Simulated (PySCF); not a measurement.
B²⁺ (boron, charge +2) across methods

[He] 2p1, 2P determinant (an excited configuration). Computed with PySCF 2.14 in x2c-TZVPPall, with scalar relativity by spin-free X2C-1e. The B2PLYP total includes its PT2 part (frozen core); its orbital energies are those of the SCF part.

```csv
method,E (hartree),mean ε 1s α (eV),mean ε 1s β (eV),mean ε 2p α (eV),Σ⟨r²⟩ (bohr²),⟨S²⟩
TPSSh,-23.2467,-215.24,-214.67,-27.419,3.267,0.750
PBE0,-23.2032,-217.74,-217.14,-28.123,3.289,0.750
M06-L,-23.2695,-213.55,-213.15,-27.078,3.224,0.750
r2SCAN,-23.2326,-213.43,-212.94,-27.064,3.261,0.750
UHF,-23.15954,-239.05,-238.40,-31.780,3.336,0.750
B2PLYP,-23.2170,-226.01,-225.45,-29.504,3.282,0.750
PBE,-23.1996,-210.37,-209.79,-26.778,3.285,0.750
LDA,-22.9440,-208.38,-207.78,-26.416,3.305,0.750
PW91,-23.2196,-210.68,-210.10,-26.843,3.275,0.750
```
